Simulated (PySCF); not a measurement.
**Electron correlation in Xe (xenon, neutral)**

Starting occupation: [Xe]. Calculation: PySCF 2.14, in x2c-TZVPPall-2c with one added diffuse shell each of s, p, d, f type (9s10p6d3f, 90 functions); X2C-1e with screened-nucleus spin-orbit coupling, Gaussian nucleus. Frozen: [Ar] 3d10; 26 electrons correlated; the 6 highest virtual spinors left out.

MP2 pair energies summed by pair of shells (mhartree):

```
       pair   energy  share (%)
4d3/2-4d5/2  -129.06       18.6
4d5/2-4d5/2   -96.20       13.9
5p3/2-5p3/2   -44.43        6.4
4d5/2-5p3/2   -43.32        6.2
5p1/2-5p3/2   -42.45        6.1
4d3/2-4d3/2   -42.09        6.1
4d3/2-5p3/2   -27.56        4.0
4d5/2-4p3/2   -26.67        3.8
4d5/2-5p1/2   -23.19        3.3
5p3/2-5s1/2   -20.96        3.0
4d5/2-5s1/2   -20.76        3.0
4d3/2-4p3/2   -18.05        2.6
4d3/2-5p1/2   -15.90        2.3
4p3/2-4p3/2   -13.75        2.0
4d3/2-5s1/2   -13.57        2.0
4d5/2-4p1/2   -13.43        1.9
4p1/2-4p3/2   -12.32        1.8
5p1/2-5p1/2   -11.18        1.6
4d5/2-4s1/2   -11.04        1.6
5p1/2-5s1/2   -10.67        1.5
4d3/2-4p1/2    -8.71        1.3
4d3/2-4s1/2    -7.34        1.1
4p3/2-4s1/2    -6.52        0.9
5s1/2-5s1/2    -5.72        0.8
4p3/2-5s1/2    -5.18        0.7
4p3/2-5p3/2    -4.38        0.6
4p1/2-4p1/2    -3.56        0.5
4p1/2-4s1/2    -3.29        0.5
4p3/2-5p1/2    -2.79        0.4
4s1/2-4s1/2    -2.37        0.3
```

Total MP2 correlation energy: -694.03 mhartree.

The virtual space was cut to 106 spinors, which keep -691.08 of the -694.03 mhartree of MP2 correlation.

```csv
level,correlation energy (mhartree)
CCSD,-647.21
```

Diagnostics: T1 = 0.0034, largest double amplitude 0.042.

Cost of the coupled-cluster step: 400 s of wall time on 4 threads of Neoverse-V2 (shared host), for 26 occupied and 106 virtual spinors.

This basis was not built for core-valence correlation, so the inner-shell part is incomplete.
